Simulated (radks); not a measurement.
Question: Eu II, configuration [Xe] 4f7 6s1. All-electron calculation, Dirac Kohn-Sham, Slater X-alpha with alpha = 0.887, spin-unpolarised, spherical densities, finite nucleus; open shells fill j = l - 1/2 first; Fermi nuclear charge, rms radius 5.1115 fm. Program: a radial shooting solver on a logarithmic mesh with Libxc functionals.

Spin-orbit splittings of the eigenvalues, e(l+1/2) - e(l-1/2), with zeta = 2 splitting/(2l+1) and mean radii in bohr:

shell  occ.  splitting (eV)  zeta (eV)  <r> j=l-1/2  <r> j=l+1/2
2p        6           653.5      435.7      0.07884      0.08557
3p        6           133.8      89.20       0.2377       0.2506
3d       10           29.31      11.72       0.2222       0.2262
4p        6           29.68      19.79       0.5756       0.6049
4d       10           5.371      2.148       0.6425       0.6529
4f        7               ?          ?       0.9041       0.9187
5p        6           4.000      2.666        1.534        1.629

Estimate the 4f splitting.

Answer: 0.6751 eV (zeta = 0.1929 eV).
